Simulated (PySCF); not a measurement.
C₆H₁₀O₃.
Numbering: `[CH2:1]=[C:2]([CH3:3])[CH2:4][O:5][C:6](=[O:7])[O:8][CH3:9]` (hydrogens: H10, H11 on C1; H12, H13, H14 on C3; H15, H16 on C4; H17, H18, H19 on C9)

The same species was optimised twice, with GFN2-xTB and with PBE0-D3(BJ)/def2-SVP (PySCF), and the same property calculations (PySCF, gas phase) were run on both structures.

| coordinate | GFN2-xTB | PBE0-D3(BJ)/def2-SVP | change |
| --- | --- | --- | --- |
| C1=C2 (Å) | 1.322 | 1.336 | +0.014 |
| C4–O5 (Å) | 1.434 | 1.427 | -0.007 |
| C6–O8 (Å) | 1.336 | 1.328 | -0.008 |
| O8–C9 (Å) | 1.422 | 1.416 | -0.006 |
| C2–C4 (Å) | 1.504 | 1.498 | -0.006 |
| C6=O7 (Å) | 1.199 | 1.202 | +0.003 |
| C2–C3 (Å) | 1.495 | 1.497 | +0.002 |
| O5–C6 (Å) | 1.328 | 1.327 | -0.001 |
| C3–C2–C4 (°) | 114.7 | 116.0 | +1.3 |
| C1–C2–C4 (°) | 121.6 | 120.4 | -1.2 |
| C2–C4–O5 (°) | 108.4 | 108.6 | +0.2 |
| C6–O8–C9 (°) | 115.4 | 115.2 | -0.2 |
| O7–C6–O8 (°) | 125.4 | 125.7 | +0.3 |
| O5–C6–O8 (°) | 108.7 | 108.6 | -0.1 |
| C1–C2–C3 (°) | 123.7 | 123.5 | -0.2 |
| O5–C6–O7 (°) | 125.8 | 125.8 | 0.0 |
| C1–C2–C4–O5 (°) | 121 | 130 | +9 |
| C2–C4–O5–C6 (°) | -179 | 172 | -9 |
| C4–O5–C6–O7 (°) | -1 | 1 | +2 |
| O5–C6–O8–C9 (°) | -179 | -179 | 0 |

Rotational constants: A = 4406, B = 736.0, C = 685.9 MHz (GFN2-xTB) against A = 4468, B = 742.3, C = 683.7 MHz (PBE0-D3(BJ)/def2-SVP). Point groups within 0.08 Å: C1 and C1.

On the GFN2-xTB structure: HOMO (eV) -7.61 [PBE0/pcSseg-1]; LUMO (eV) 0.13 [PBE0/pcSseg-1]; dipole (D) 0.63 [PBE0/pcSseg-1]; GIAO shielding of C1 (ppm) 65.1 [PBE0/pcSseg-1]; GIAO shielding of C2 (ppm) 36.8 [PBE0/pcSseg-1]; GIAO shielding of C3 (ppm) 163.9 [PBE0/pcSseg-1]; GIAO shielding of C4 (ppm) 111.0 [PBE0/pcSseg-1]; GIAO shielding of O5 (ppm) 169.1 [PBE0/pcSseg-1]; GIAO shielding of C6 (ppm) 23.5 [PBE0/pcSseg-1]; GIAO shielding of O7 (ppm) 24.8 [PBE0/pcSseg-1]; GIAO shielding of O8 (ppm) 192.1 [PBE0/pcSseg-1].

Question: What do these properties become on the PBE0-D3(BJ)/def2-SVP structure?

Answer: 
```json
{"property": "HOMO (eV)", "level": "PBE0/pcSseg-1", "on GFN2-xTB": "-7.61", "on PBE0-D3(BJ)/def2-SVP": "-7.50", "change": "+0.11"}
{"property": "LUMO (eV)", "level": "PBE0/pcSseg-1", "on GFN2-xTB": "0.13", "on PBE0-D3(BJ)/def2-SVP": "0.09", "change": "-0.04"}
{"property": "dipole (D)", "level": "PBE0/pcSseg-1", "on GFN2-xTB": "0.63", "on PBE0-D3(BJ)/def2-SVP": "0.70", "change": "+0.07"}
{"property": "energy, GFN2-xTB geometry as zero (kcal/mol)", "level": "PBE0/pcSseg-1", "on GFN2-xTB": "0.0", "on PBE0-D3(BJ)/def2-SVP": "-0.4", "change": "-0.4"}
{"property": "GIAO shielding of C1 (ppm)", "level": "PBE0/pcSseg-1", "on GFN2-xTB": "65.1", "on PBE0-D3(BJ)/def2-SVP": "62.6", "change": "-2.5"}
{"property": "GIAO shielding of C2 (ppm)", "level": "PBE0/pcSseg-1", "on GFN2-xTB": "36.8", "on PBE0-D3(BJ)/def2-SVP": "34.3", "change": "-2.5"}
{"property": "GIAO shielding of C3 (ppm)", "level": "PBE0/pcSseg-1", "on GFN2-xTB": "163.9", "on PBE0-D3(BJ)/def2-SVP": "162.5", "change": "-1.4"}
{"property": "GIAO shielding of C4 (ppm)", "level": "PBE0/pcSseg-1", "on GFN2-xTB": "111.0", "on PBE0-D3(BJ)/def2-SVP": "111.1", "change": "+0.1"}
{"property": "GIAO shielding of O5 (ppm)", "level": "PBE0/pcSseg-1", "on GFN2-xTB": "169.1", "on PBE0-D3(BJ)/def2-SVP": "170.3", "change": "+1.2"}
{"property": "GIAO shielding of C6 (ppm)", "level": "PBE0/pcSseg-1", "on GFN2-xTB": "23.5", "on PBE0-D3(BJ)/def2-SVP": "23.4", "change": "-0.1"}
{"property": "GIAO shielding of O7 (ppm)", "level": "PBE0/pcSseg-1", "on GFN2-xTB": "24.8", "on PBE0-D3(BJ)/def2-SVP": "24.3", "change": "-0.5"}
{"property": "GIAO shielding of O8 (ppm)", "level": "PBE0/pcSseg-1", "on GFN2-xTB": "192.1", "on PBE0-D3(BJ)/def2-SVP": "193.0", "change": "+0.9"}
```

The heavy atoms differ by 0.093 Å rms after alignment. Among bonds between heavy atoms C1=C2 changes most (+0.014 Å). Changes are differences of the printed values. Neither structure is proved a minimum here.

Shape of the structure used: `[CH2:1]=[C:2]([CH3:3])[CH2:4][O:5][C:6](=[O:7])[O:8][CH3:9]`: C1–C2–C4–O5 130°, C2–C4–O5–C6 172°, C4–O5–C6–O7 1°, O5–C6–O8–C9 -179°.
